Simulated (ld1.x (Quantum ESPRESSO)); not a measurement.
# Logarithmic derivatives: Cr, PAW

- Element: chromium
- Generator: ld1.x (Quantum ESPRESSO) 7.5
- Type: PAW
- Functional: PBE
- Relativity: scalar-relativistic
- Frozen core: [Ne]
- Valence charge: 14
- Reference configuration: 3s2 3p6 3d3 4s0 4p0 (charge +3)
- Partial waves: 3s (bound): rcut 1.55, rcutus 1.90 bohr; 4s (bound, empty): rcut 1.55, rcutus 1.90 bohr; 3p (bound): rcut 1.30, rcutus 1.70 bohr; 4p (bound, empty): rcut 1.30, rcutus 1.70 bohr; 3d (bound): rcut 0.90, rcutus 1.20 bohr; 3d channel at 0.55 Ry: rcut 0.90, rcutus 1.20 bohr
- Local potential: all-electron potential smoothed inside 1.48 bohr (lloc = -2)
- Core correction: Bessel-smoothed model core, default radius (core density twice the valence density)
- Augmentation charge: BESSEL, radius 0.70 bohr

The phase is arctan(r·u′/u) with u = r·R(r), unwrapped; energies in Ry, scanned from -10 to 5 Ry. A pole is an energy at which the radial function vanishes at the test radius. The pseudo phase is shifted by a multiple of π to meet the all-electron one at the reference energy, and phase errors are pseudo minus all-electron; the curves can meet again beyond the range given. Levels narrower than the energy grid can be missing from the lists of poles.

```csv
channel,radius (bohr),reference energy (Ry),"poles, all-electron","poles, pseudo",unbroken range about the reference energy with phases within 0.05 rad,phase error 1 Ry above the reference energy (rad)
s,2.05,-2.13,"-8.19, 2.78","-8.19, 2.65",the whole range,-0.002
p,2.05,-1.67,"-5.99, 3.97","-5.99, 3.87",the whole range,-0.002
d,2.05,-2.88,-2.48,-2.48,the whole range,+0.000
```

Phases in the d channel:

| E (Ry) | all-electron | pseudo |
| --- | --- | --- |
| -10.00 | 1.397 | 1.397 |
| -9.52 | 1.391 | 1.391 |
| -9.04 | 1.385 | 1.385 |
| -8.56 | 1.378 | 1.378 |
| -8.08 | 1.370 | 1.370 |
| -7.60 | 1.361 | 1.361 |
| -7.12 | 1.351 | 1.351 |
| -6.64 | 1.338 | 1.338 |
| -6.16 | 1.323 | 1.323 |
| -5.68 | 1.304 | 1.304 |
| -5.20 | 1.280 | 1.280 |
| -4.72 | 1.244 | 1.244 |
| -4.24 | 1.187 | 1.187 |
| -3.76 | 1.065 | 1.065 |
| -3.28 | 0.561 | 0.561 |
| -2.80 | -1.274 | -1.274 |
| -2.32 | -1.638 | -1.638 |
| -1.84 | -1.761 | -1.761 |
| -1.36 | -1.847 | -1.847 |
| -0.88 | -1.935 | -1.935 |
| -0.40 | -2.050 | -2.050 |
| 0.08 | -2.234 | -2.233 |
| 0.56 | -2.577 | -2.577 |
| 1.04 | -3.203 | -3.203 |
| 1.52 | -3.841 | -3.841 |
| 2.00 | -4.194 | -4.194 |
| 2.48 | -4.378 | -4.378 |
| 2.96 | -4.485 | -4.485 |
| 3.44 | -4.556 | -4.556 |
| 3.92 | -4.607 | -4.607 |
| 4.40 | -4.647 | -4.646 |
| 4.88 | -4.679 | -4.678 |
